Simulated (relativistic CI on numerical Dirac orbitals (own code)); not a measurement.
Ge3+: calculation against measurement

Method of calculation: Dirac-Coulomb-Breit CI, KLI orbitals optimised for each configuration, a model potential for QED, valence Slater integrals scaled by 0.85, P86 correlation estimate, and configurations built on the next ion tied to the tabulated ionisation energy (semi-empirical) (own radial code, finite nucleus).

Configurations in the expansion (outside the closed core [Ar]): 3d10 4s, 3d10 4p, 3d10 4d, 3d10 5s, 3d10 4f, 3d9 4s2, 3d10 5p, 3d10 5d, 3d10 6s, 3d10 6p, 3d10 5f, 3d10 5g, 3d9 4p2, 3d9 4s 4p, 3d10 6d, 3d8 4s 4p2, 3d10 6f, 3d9 4p 4d, 3d9 4s 4d. Levels of other configurations are missing.

| Configuration | Term (tabulated) | J | Measured (cm⁻¹) | Computed | Error | Purity (%) |
| --- | --- | --- | --- | --- | --- | --- |
| 3d10 4s | 2S | 1/2 | 0.0 | 0 | 0 | 100 |
| 3d10 4p | 2P° | 1/2 | 81311.4 | 86025 | 4713 | 100 |
| 3d10 4p | 2P° | 3/2 | 84102.3 | 88599 | 4497 | 100 |
| 3d10 4d | 2D | 3/2 | 190601.5 | 191892 | 1290 | 100 |
| 3d10 4d | 2D | 5/2 | 190852.5 | 192117 | 1264 | 99 |
| 3d10 5s | 2S | 1/2 | 199263.7 | 200594 | 1330 | 100 |
| 3d10 5p | 2P° | 1/2 | 226456.7 | 227678 | 1221 | 100 |
| 3d10 5p | 2P° | 3/2 | 227393.9 | 228541 | 1147 | 100 |
| 3d10 4f | 2F° | 7/2 | 257492.0 | 258332 | 840 | 100 |
| 3d10 4f | 2F° | 5/2 | 257496.0 | 258337 | 841 | 100 |
| 3d9 4s2 | 2D † | 5/2 | 259938.0 | 208020 | -51918 | 96 |
| 3d9 4s2 | 2D † | 3/2 | 264444.0 | 212413 | -52031 | 97 |
| 3d10 5d | 2D | 3/2 | 267455.5 | 268454 | 998 | 100 |
| 3d10 5d | 2D | 5/2 | 267575.6 | 268562 | 986 | 100 |
| 3d10 6s | 2S | 1/2 | 270603.4 | 271134 | 530 | 100 |
| 3d9 4s 4p | 4P° | 3/2 | 281715.0 | 275203 | -6512 | 93 |
| 3d10 6p | 2P° | 1/2 | 283027.8 | 283531 | 503 | 97 |
| 3d10 6p | 2P° | 3/2 | 283461.4 | 283944 | 483 | 96 |
| 3d9 4s 4p | 4P° | 1/2 | 284009.0 | 277440 | -6569 | 96 |
| 3d9 4s 4p | 4D° | 1/2 | 293876.0 | 285590 | -8286 | 60 |
| 3d10 5f | 2F° | 7/2 | 297564.2 | 298025 | 461 | 100 |
| 3d10 6d | 2D | 3/2 | 303105.8 | 303837 | 731 | 100 |
| 3d10 6d | 2D | 5/2 | 303168.5 | 303893 | 724 | 100 |
| 3d10 6f | 2F° † | 7/2 | 319277.1 | 319750 | 473 | 99 |
| 3d10 6f | 2F° † | 5/2 | 319277.9 | 319912 | 635 | 86 |

Measured levels from Sugar and Musgrove, J. Phys. Chem. Ref. Data 22, 1213 (1993); pairs were made by configuration, J and term (by order where the table uses no LS term), so strongly mixed levels may be paired wrongly.

Mean error by configuration (cm⁻¹): 3d10 4p 4605; 3d10 4d 1277; 3d10 5s 1330; 3d10 5p 1184; 3d10 4f 840; 3d10 5d 992; 3d10 6s 530; 3d9 4s 4p -7122; 3d10 6p 493; 3d10 5f 461; 3d10 6d 728. Over the excited levels the mean absolute error is 2196 cm⁻¹ (24 of the 32 excited levels that our extract of the source holds in range could be paired, and the others can miss by more), and the median relative error of those above 1,000 cm⁻¹ is 0.44 %. † marks terms whose computed intervals miss the measured ones by more than a factor of 2.5, or configurations far off the rest, from wrong mixing, a near crossing or a doubtful label or measurement; they are left out of the means.
